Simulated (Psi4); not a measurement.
Internal rotation in C8H6O3, SMILES c1c(occ1)Oc1occc1, singlet. Scanned: dihedral O3–C4–O5–C6; all other coordinates were relaxed at GFN2-xTB. Points at φ and −φ are mirror images.

Geometry of the scan point at 90° (Å):
```
17

C     -3.0954    -1.0825     0.0552
C     -2.4251    -0.6492    -1.0439
O     -1.1955    -0.2158    -0.7125
C     -1.0775    -0.3777     0.6196
O      0.1125    -0.0575     1.1969
C      0.2478     1.2249     1.6254
C      1.3209     1.8170     2.2161
C      0.9152     3.1558     2.4617
C     -0.3564     3.2644     2.0047
O     -0.7758     2.0817     1.4888
C     -2.2143    -0.9041     1.1514
H     -4.0888    -1.4790     0.0917
H     -2.6961    -0.5988    -2.0793
H      2.2611     1.3619     2.4404
H      1.5032     3.9248     2.9183
H     -1.0542     4.0756     1.9782
H     -2.3927    -1.1358     2.1804
```

Method: PBE-D3(BJ)/def2-SVP // GFN2-xTB run with Psi4.

Scanned values (°): -165, -150, -135, -120, -105, -90, -75, -60, -45, -30, -15, 0, 15, 30, 45, 60, 75, 90, 105, 120, 135, 150, 165, 180.

Q: Locate the minima and the barriers on this grid.

A: Lower than their neighbours: -60° (0.9 mEh), 60° (0.9 mEh), 180° (0.0 mEh). Higher than their neighbours: -120° (2.0 mEh), 0° (5.3 mEh), 120° (2.0 mEh). The whole profile spans 5.3 mEh.
